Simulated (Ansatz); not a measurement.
C10H15N5⁺, that is 1-butyl-3-methylimidazolium dicyanamide with one electron fewer. Total charge 1; doublet. Geometry r2SCAN-D4/def2-SVP, that of the neutral singlet; atoms count from 1.

```xyz
30

C    -3.973   -1.308   -0.964
C    -2.481   -1.448   -0.683
C    -2.088   -0.937    0.701
C    -0.609   -1.092    1.034
N     0.257   -0.339    0.119
C     1.059   -0.851   -0.881
C     1.760    0.196   -1.414
N     1.356    1.330   -0.739
C     1.923    2.658   -0.934
C     0.460    0.982    0.192
H    -4.572   -1.872   -0.231
H    -4.232   -1.681   -1.966
H    -4.290   -0.253   -0.908
H    -2.181   -2.509   -0.775
H    -1.907   -0.903   -1.454
H    -2.377    0.124    0.810
H    -2.653   -1.481    1.479
H    -0.360   -0.722    2.045
H    -0.293   -2.143    0.963
H     1.084   -1.914   -1.106
H     2.549    0.228   -2.160
H     1.532    3.325   -0.157
H     1.645    3.039   -1.927
H     3.017    2.565   -0.833
H     0.031    1.638    0.946
N     4.402    0.982   -0.014
C     3.959    0.726    1.052
N     3.524    0.410    2.238
C     2.287    0.571    2.597
N     1.168    0.680    2.970
```

Q: Estimate the Mulliken populations of the heavy atoms from the PBE0/def2-SVP orbitals of Ansatz.

A: 
```csv
atom,charge (e),spin (α − β)
C1,-0.07,0.00
C2,-0.14,0.00
C3,-0.09,0.00
C4,0.08,0.01
N5,-0.27,0.00
C6,0.08,0.00
C7,0.08,0.00
N8,-0.28,0.00
C9,0.03,0.00
C10,0.23,0.00
N26,0.06,0.44
C27,0.02,-0.20
N28,-0.08,0.52
C29,0.03,-0.20
N30,0.03,0.43
```
Mulliken values depend strongly on the basis.

Q: Where does the spin sit?

A: Summed by element: C -0.39, N 1.39, H 0.00, of 1 unpaired in all. Largest on single atoms: N28 0.52, N26 0.44, N30 0.43.

Q: And the Mayer bond orders between heavy atoms (over 0.3)?

A: C1–C2 1.10 (1.52 Å); C2–C3 1.04 (1.53 Å); C3–C4 1.08 (1.52 Å); C4–N5 0.87 (1.47 Å); N5–C6 1.18 (1.38 Å); N5–C10 1.33 (1.34 Å); C6–C7 1.57 (1.37 Å); C7–N8 1.17 (1.38 Å); N8–C9 0.90 (1.46 Å); N8–C10 1.32 (1.34 Å); N26–C27 2.56 (1.18 Å); C27–N28 1.42 (1.30 Å); N28–C29 1.43 (1.30 Å); C29–N30 2.56 (1.18 Å).
